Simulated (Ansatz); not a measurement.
Basis-set extrapolation for CH6AlNOSi (PBE0-D4/def2-TZVP geometry, frozen core, Ansatz). Multiplicity 1, RHF reference.

```json
{"": "HF", "def2-TZVPP": "-701.640839", "def2-QZVPP": "-701.665243"}
{"": "MP2 correlation", "def2-TZVPP": "-0.817870", "def2-QZVPP": "-0.877691"}
{"": "CCSD(T) correlation", "def2-TZVPP": "-0.891029", "def2-QZVPP": "not run"}
```

Energies in hartree. Use E(X) = E(∞) + A·exp(−7.88·√X) for Hartree–Fock and E(X) = E(∞) + B·X^(−2.97) for correlation, with X = 3 and 4, and add CCSD(T) minus MP2 of the smaller set to the MP2 limit.

Task: What is the CCSD(T) energy at the basis-set limit?

Result: HF limit: -701.665243 + (-0.024404) × 0.13774 = -701.66860. MP2 limit: -0.877691 + (-0.059821) × 0.74074 = -0.92200. Higher-order term: -0.891029 − (-0.817870) = -0.07316. Total: -702.66376 hartree, 346.3 kJ/mol below CCSD(T)/def2-TZVPP.
